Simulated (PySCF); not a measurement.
C₅H₁₄OSi, SMILES CCO[SiH](C)CC, GFN2-xTB optimised geometry.

```
21

Si    -0.25    -0.45     0.00
C      1.65    -0.45     0.00
C     -0.97     1.31     0.00
C     -0.53     2.11     1.22
O     -0.87    -1.07    -1.37
C     -0.64    -2.34    -1.93
C     -1.33    -2.43    -3.28
H     -0.70    -1.22     1.17
H      2.06     0.04     0.88
H      2.05     0.07    -0.87
H      2.05    -1.46    -0.02
H     -2.06     1.26    -0.02
H     -0.67     1.84    -0.90
H      0.56     2.22     1.23
H     -0.83     1.61     2.13
H     -0.96     3.11     1.21
H     -1.03    -3.11    -1.25
H      0.44    -2.50    -2.04
H     -1.16    -3.41    -3.72
H     -2.39    -2.27    -3.16
H     -0.93    -1.67    -3.95
```

Density from CAM-B3LYP/def2-SVP (PySCF) at that geometry.

Minimum of the electron density along straight lines between bonded atoms, close to the bond critical point (lines longer than 1.1 times the sum of covalent radii, or with two minima, are not listed):

| bond | length / Å | ρ at the minimum / e bohr⁻³ | ∇²ρ there / e bohr⁻⁵ | position (fraction from the first atom) |
|---|---|---|---|---|
| Si1–C2 | 1.906 | 0.111 | 0.31 | 0.38 |
| Si1–C3 | 1.896 | 0.116 | 0.33 | 0.38 |
| C3–C4 | 1.522 | 0.243 | ___ | 0.50 |
| Si1–O5 | 1.626 | ___ | 1.09 | 0.41 |
| O5–C6 | 1.400 | 0.257 | -0.33 | 0.66 |
| C6–C7 | 1.521 | 0.253 | ___ | 0.51 |
| Si1–H8 | 1.475 | 0.116 | 0.32 | 0.49 |
| C2–H9 | 1.085 | 0.272 | -0.98 | 0.63 |
| C2–H10 | 1.088 | 0.271 | -0.97 | 0.63 |
| C2–H11 | 1.087 | 0.271 | -0.97 | 0.63 |
| C3–H12 | 1.090 | 0.272 | -0.97 | 0.62 |
| C3–H13 | 1.091 | 0.272 | -0.97 | 0.62 |
| C4–H14 | 1.087 | 0.277 | -1.02 | 0.62 |
| C4–H15 | 1.087 | 0.277 | -1.02 | 0.63 |
| C4–H16 | 1.089 | 0.276 | -1.02 | 0.63 |
| C6–H17 | 1.097 | 0.281 | -1.06 | 0.63 |
| C6–H18 | 1.097 | 0.281 | -1.06 | 0.63 |
| C7–H19 | 1.087 | 0.277 | -1.02 | 0.63 |
| C7–H20 | 1.087 | 0.278 | -1.04 | 0.63 |
| C7–H21 | 1.087 | 0.278 | -1.04 | 0.63 |

### Question
What belongs in the gaps?

### Answer

- C3–C4, ∇²ρ there / e bohr⁻⁵: -0.55
- Si1–O5, ρ at the minimum / e bohr⁻³: 0.129
- C6–C7, ∇²ρ there / e bohr⁻⁵: -0.61
